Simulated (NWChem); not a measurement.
**Total energies of BI₂**

```xyz
3

I      1.9059     0.0000    -0.0412
B      0.0000     0.0000     0.8724
I     -1.9059     0.0000    -0.0412
```
Charge 0, spin multiplicity 2.

All runs are NWChem calculations. All single points use one geometry, from UB3LYP/def2-SVP with def2 effective core potentials on I, a minimum by its harmonic frequencies.

Basis set: def2-SVP (66 functions).

```tsv
method	total energy (Ha)	relative cost
UHF	-617.95578	1
UMP2	-618.25438	under 3
UB2PLYP	-619.61190	under 3
UPBE	-620.14356	under 3
UB3LYP	-620.39444	under 3
UM06-2X	-620.03948	under 3
```

Total energies of different functionals aren't comparable as a measure of quality: only differences taken within one method are. The cost column gives rough processor time relative to UHF; each entry includes its own SCF.

Effective core potentials replace the inner electrons of I; spin-orbit coupling is left out. The correlated methods keep 9 core orbitals frozen. B3LYP has NWChem's definition, with VWN1-RPA local correlation. The structure started from a generated list of species. The unpaired electrons of the parent sit in orbitals of symmetry a1 (C2v labels of the run); other states weren't searched. The stability of the SCF solutions was not checked. Open-shell Hartree-Fock references start from PBE0 orbitals; any time given for them includes that run.
